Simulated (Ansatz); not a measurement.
`CC(C)[Si]C(C)C`, charge 0, multiplicity 1.

**Question.** Give a relaxed structure at PBE0-D4/def2-TZVP (Ansatz 0.2.0). (Estimate.)

**Answer.** Computed: 
Cartesian coordinates in Å:
```
C 0.0112 0.3894 2.0610
C -0.9604 -0.2733 1.0736
C -2.3680 -0.3352 1.6531
Si -0.8673 0.8379 -0.4771
C 0.8446 0.3820 -1.2016
C 0.9843 0.8798 -2.6390
C 1.3664 -1.0415 -1.0528
H 1.0550 0.2659 1.7636
H -0.1794 1.4661 2.1640
H -0.1050 -0.0403 3.0618
H -0.6069 -1.2888 0.8640
H -2.7574 0.6681 1.8541
H -3.0690 -0.8204 0.9687
H -2.3866 -0.8912 2.5972
H 1.4668 1.0452 -0.5660
H 0.3960 0.2623 -3.3250
H 2.0247 0.8388 -2.9783
H 0.6328 1.9090 -2.7497
H 1.4015 -1.3678 -0.0118
H 2.3791 -1.1345 -1.4606
H 0.7375 -1.7514 -1.5992
```
This is one stationary point; other conformers may exist.
